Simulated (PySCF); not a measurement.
# EPR parameters of [C6H9NS]+

Compound: C6H9NS (charge +1 and doublet state).
Numbering: `[CH3:1][C@@H:2](/[CH:3]=[CH:4]/[C:5]#[N:6])[CH2:7][SH+:8]` (hydrogens: H9, H10, H11 on C1; H12 on C2; H13 on C3; H14 on C4; H15, H16 on C7; H17 on S8)

Cartesian coordinates in Å at the GFN2-xTB level; atoms count from 1:
```xyz
17
C6H9NS angstrom
C     -0.986   -1.336   -0.974
C     -0.433   -0.537    0.208
C      0.743    0.267   -0.220
C      1.967    0.125    0.304
C      3.084    0.815   -0.202
N      3.978    1.436   -0.555
C     -1.571    0.405    0.715
S     -1.256    1.075    2.355
H     -1.828   -1.951   -0.665
H     -0.211   -2.000   -1.353
H     -1.304   -0.680   -1.780
H     -0.158   -1.222    1.016
H      0.578    0.956   -1.040
H      2.178   -0.530    1.141
H     -1.740    1.210    0.003
H     -2.474   -0.198    0.820
H     -0.573    2.176    1.991
```

The hyperfine couplings belong to this conformer and change with its torsions.

Level of theory: PySCF, UKS B3LYP, pcH-1 on C H N S, non-relativistic, mean-field spin-orbit, GIAO. One conformer (not necessarily the lowest) at the GFN2-xTB geometry, without solvent, vibrations or thermal averaging. Couplings are sensitive to structure, and on GFN2-xTB geometries they can be far from those on DFT ones, by a factor of two or more for some ions and for spin on atoms past the first row. Stability of the SCF solution: not tested.

* g1, g2, g3: 2.00246, 2.01774, 2.02566
* g_iso: 2.01529
* Form of g: rhombic: the two nearest values differ by 34 % of g3 − g1
* ⟨S²⟩: 0.7548 (exact 0.7500)

Hyperfine couplings atom by atom, in MHz; T1 to T3 are the principal values of the dipolar part; ρ(0) is the spin density at the nucleus:

```tsv
atom	isotope	a_iso	of which spin–orbit	T1	T2	T3	Mulliken spin population	ρ(0) (bohr⁻³)
C1	13C	10.1	0.0	-4.2	-4.2	8.4	0.04	0.0090
C2	13C	6.8	0.1	-9.7	-9.7	19.5	0.05	0.0060
C3	13C	-3.0	0.1	-6.1	-4.7	10.9	0.07	-0.0027
C4	13C	8.7	0.0	-11.3	-10.5	21.8	0.14	0.0078
C5	13C	-10.1	0.0	-3.0	-1.6	4.5	-0.03	-0.0090
N6	14N	2.6	0.0	-6.5	-5.4	11.8	0.13	0.0079
C7	13C	-2.2	0.5	-8.2	-7.5	15.7	0.01	-0.0023
S8	33S	21.6	0.4	-57.8	-55.2	113.0	0.61	0.0615
H9	1H	-2.2	0.0	-2.7	0.0	2.7	0.00	-0.0005
H10	1H	11.9	0.0	-2.7	0.3	2.3	0.01	0.0027
H11	1H	-2.4	0.0	-2.3	-0.8	3.1	0.00	-0.0005
H12	1H	-4.6	0.0	-4.4	-0.9	5.3	0.00	-0.0010
H13	1H	-2.9	0.0	-2.9	-0.5	3.4	0.00	-0.0007
H14	1H	-7.9	0.0	-4.9	-0.5	5.4	-0.01	-0.0018
H15	1H	18.4	0.1	-2.8	-2.2	5.0	0.01	0.0041
H16	1H	30.1	0.1	-3.4	-2.4	5.8	0.01	0.0067
H17	1H	-27.2	0.2	-14.1	0.6	13.4	-0.02	-0.0061
```

The Mulliken spin populations are largest on S8 (+0.61), C4 (+0.14), N6 (+0.13) and C3 (+0.07). No atom but S8 exceeds +0.15.

Axes: g3 points within 4° of the S8–H17 bond.

Under fast tumbling the dipolar parts average out, and these isotropic splittings remain (the largest six): 1 × 1H (H16, I = 1/2, 2 lines) with 1.07 mT, 1 × 1H (H17, I = 1/2, 2 lines) with 0.96 mT, 1 × 1H (H15, I = 1/2, 2 lines) with 0.65 mT, 1 × 1H (H14, I = 1/2, 2 lines) with 0.28 mT, 1 × 1H (H12, I = 1/2, 2 lines) with 0.16 mT and 1 × 1H (H13, I = 1/2, 2 lines) with 0.10 mT.

Nuclei that the bonding pattern makes equivalent are averaged, as if the motion that swaps them (rotation, inversion, ring flip) were fast. The three 1H nuclei of mean +2.4 MHz run from -2.4 to 11.9 MHz in the frozen geometry.

The 13C coupling of C5 (-10.1 MHz) shows only in satellite lines or after enrichment, since that isotope makes up about 1.07 % of natural carbon.

The 33S coupling of S8 (21.6 MHz) shows only in satellite lines or after enrichment, since that isotope makes up about 0.76 % of natural sulfur.

The spin density at the nucleus, in bohr⁻³, is negative for C5 (-0.0090), H17 (-0.0061) and C3 (-0.0027), for instance. A restricted open-shell determinant has no negative spin density anywhere; here it arises because α and β orbitals differ (spin polarisation).

Hardware: one thread of an Arm Neoverse V1, on a shared host. Cost: 2.0 min (grids of density and orbitals included), 0.97 GiB resident at most.
